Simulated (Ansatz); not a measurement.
Calculated with Ansatz (gas phase, PBE0-D4/def2-TZVP geometries, no zero-point term in ΔE). CBS: MP2 limit from def2 TZ/QZ plus the TZ coupled-cluster correction, frozen cores. def2 core potentials past Kr. For Sb outer-core shells are correlated without core-valence functions, which leaves a few kJ/mol of doubt a bond. Each species was taken in one conformer, which may not be the lowest.

`O[B-]1(O)OC=CC=[O+]1` + `[NH2][SbH2]` → `O=C[NH][SbH2]` + `C=COB(O)O`  (substitution at a C–C bond)

| species | CCSD(T)/def2-TZVPP energy (Eh) |
| --- | --- |
| `O[B-]1(O)OC=CC=[O+]1` | -442.56501 |
| `[NH2][SbH2]` | -296.65389 |
| `O=C[NH][SbH2]` | -409.83494 |
| `C=COB(O)O` | -329.40032 |

Task: Work out ΔE.

Result: ΔE = (-409.83494) + (-329.40032) − (-442.56501) − (-296.65389) = -0.01636 Eh = -43.0 kJ/mol. CCSD(T)/CBS gives -46.7 kJ/mol.

Largest T1 diagnostic among the species: 0.017.

The D4 term adds +6.1 kJ/mol with B3LYP and +3.3 kJ/mol with PBE0; it sums over pairs of atoms, weighted by their polarisabilities, and B3LYP, whose exchange is more repulsive, gets the larger term. In def2-TZVPP, CCSD(T) changes the Hartree–Fock value by +26.1 kJ/mol (the triples alone add +6.3 kJ/mol) and MP2 by +28.4 kJ/mol.

B3LYP here is the variant with VWN-RPA as its local correlation; programs differ in this.
